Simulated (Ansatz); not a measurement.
`C[SiH2]Cl` + `C[SiH2]N` → `C[SiH2]N[SiH2]Cl` + CH₄ at 600 K and 1 bar (ligand exchange at the Si–C bond).

Calculated with Ansatz (gas phase, PBE0-D4/def2-TZVP geometries, no zero-point term in ΔE). CBS: MP2 limit from def2 TZ/QZ plus the TZ coupled-cluster correction, frozen cores. This one scheme is used for every species. One conformer a species, not always the lowest.

| species | CCSD(T)/CBS energy (Eh) | H − E (kJ/mol) | S (J/(mol·K)) |
| --- | --- | --- | --- |
| `C[SiH2]Cl` | -789.97638 | 190.1 | 364.9 |
| `C[SiH2]N` | -386.08232 | 261.1 | 384.5 |
| `C[SiH2]N[SiH2]Cl` | -1135.62590 | 311.3 | 507.0 |
| CH₄ | -40.46206 | 140.4 | 215.7 |

H − E and S are ideal-gas, rigid-rotor, harmonic terms from PBE0-D4/def2-TZVP, for one conformer and one mirror image of each species. 1 Eh = 2625.50 kJ/mol, R = 8.31446 J/(mol·K).

By hand: ΔE, ΔH, ΔS and ΔG.

ΔE = (-1135.62590) + (-40.46206) − (-789.97638) − (-386.08232) = -0.02926 Eh = -76.8 kJ/mol. Δ(H − E) = 311.3 + 140.4 − 190.1 − 261.1 = 0.5, so ΔH = -76.3 kJ/mol. ΔS = 507.0 + 215.7 − 364.9 − 384.5 = -26.7 J/(mol·K). ΔG = -76.3 − 600 × (-26.7)/1000 = -60.3 kJ/mol.

By hand: the equilibrium constant, and the temperature at which ΔG would vanish if ΔH and ΔS stayed fixed.

log₁₀ K = −ΔG/(RT ln 10) = 5.2. ΔG = 0 at ΔH/ΔS = 2858 K, far beyond where these terms or the molecules hold.

ΔH outweighs TΔS. A doubt of 5 kJ/mol in ΔE shifts log₁₀ K by 0.4 here. Other conformers and mirror images would add mixing entropy, several J/(mol·K) or more a flexible species. Modes under 60 cm⁻¹, often nearly free rotors, make the harmonic entropy too high. These are equilibria of isolated gas molecules and say nothing of rates. Largest T1 diagnostic: 0.010 (customary marks: 0.02 for closed shells, 0.045 for open ones).
